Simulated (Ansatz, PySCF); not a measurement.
Energy difference 2 R1 → P1 + P2, each structure at its B3LYP-D3(BJ)/def2-TZVP stationary point, reached from a drawn start (curvature not checked).
P1, C2H6 (SMILES CC) (charge 0, multiplicity 1, Z-matrix in Å and degrees):
```
C
H 1 1.0919
H 1 1.0919 2 107.55
H 1 1.0919 2 107.55 3 -115.58
C 1 1.5261 2 111.33 3 122.21
H 5 1.0919 1 111.33 2 60.00
H 5 1.0919 6 107.55 1 -122.21
H 5 1.0919 6 107.55 7 -115.58
```
R1, CH4 (SMILES C) (charge 0, multiplicity 1):
```xyz
5

C      0.0000     0.0000     0.0000
H      0.6289     0.6289     0.6289
H     -0.6289    -0.6289     0.6289
H      0.6289    -0.6289    -0.6289
H     -0.6289     0.6289    -0.6289
```
P2: H2 (SMILES [H][H]), charge 0, multiplicity 1.

P less R. No zero-point or thermal terms.

Frozen-core correlation throughout.

The values were computed with Ansatz (Gaussian orbitals); PySCF for the D3/D4 terms. No computed number here is a measurement.

Total energies in hartree:

```json
[
 {"structure": "P1", "PBE/def2-TZVPP": "-79.732725", "B3LYP-D3(BJ)/def2-TZVPP": "-79.871666", "CCSD(T)/cc-pVTZ": "-79.674439"},
 {"structure": "R1", "PBE/def2-TZVPP": "-40.464286", "B3LYP-D3(BJ)/def2-TZVPP": "-40.541031", "CCSD(T)/cc-pVTZ": "-40.438100"},
 {"structure": "P2", "PBE/def2-TZVPP": "-1.166122", "B3LYP-D3(BJ)/def2-TZVPP": "-1.180145", "CCSD(T)/cc-pVTZ": "-1.172336"}
]
```

Work out the reaction energy at each level in eV (1 hartree = 27.21139 eV), and say how far PBE/def2-TZVPP lies from CCSD(T)/cc-pVTZ.


- PBE/def2-TZVPP: (-79.732725) + (-1.166122) − 2 × (-40.464286) = 0.029725 hartree = 0.809 eV
- B3LYP-D3(BJ)/def2-TZVPP: (-79.871666) + (-1.180145) − 2 × (-40.541031) = 0.030251 hartree = 0.823 eV
- CCSD(T)/cc-pVTZ: (-79.674439) + (-1.172336) − 2 × (-40.438100) = 0.029425 hartree = 0.801 eV
PBE/def2-TZVPP less CCSD(T)/cc-pVTZ: 0.008 eV. CCSD(T)/cc-pVTZ is the level counted from, the highest shown, and no exact or measured value.

Ansatz is a quantum-chemistry and plane-wave program.
